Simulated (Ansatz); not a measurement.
Abstraction of F: C4H9F + Ge(CH3)F2 → C4H9 + Ge(CH3)F3

Species: C4H9F (2-fluorobutane) `CCC(C)F`, singlet; Ge(CH3)F2, doublet; C4H9 (2-butyl radical) `C[CH]CC`, doublet; Ge(CH3)F3, singlet. A radical takes F: the energy is the difference in strength between the C–F bond broken and the Ge–F bond made.

Shapes, held fixed at every level: PBE0-D4/def2-TZVP. Flexible molecules stand in one conformer, not always the lowest. Programs: Ansatz 0.2.0. The zero-point and thermal change to 298 K, harmonic and unscaled (PBE0-D4/def2-TZVP), is -8.2 kJ/mol.

Question: Estimate ΔH(298 K) of this reaction.

Answer: The highest level, CCSD(T)/def2-TZVPP, gives ΔH(298 K) = -83.3 kJ/mol; the levels span -106.3 to -43.3. The column of differences is taken from that level and isn't an error. No measured value is set beside it here. Open shells run unrestricted unless RO is named. Relativity is left out for Ge unless named. Correlated rows may include outer-core shells of Ge, which these sets cover unevenly.

```
             level                   kind  ΔH(298 K) (kJ/mol)  less CCSD(T)/def2-TZVPP
     HF/def2-TZVPP           Hartree–Fock              -106.3                    -23.0
  SPW92/def2-TZVPP                    LDA               -43.3                    +40.0
 PBE-D4/def2-TZVPP                    GGA               -56.0                    +27.3
PBE0-D4/def2-TZVPP          global hybrid               -69.7                    +13.6
  CCSD(T)/def2-SVP  coupled cluster or CI               -77.5                     +5.8
     CCSD/def2-SVP  coupled cluster or CI               -81.2                     +2.1
   CCSD/def2-TZVPP  coupled cluster or CI               -87.7                     -4.4
CCSD(T)/def2-TZVPP  coupled cluster or CI               -83.3                      0.0
```
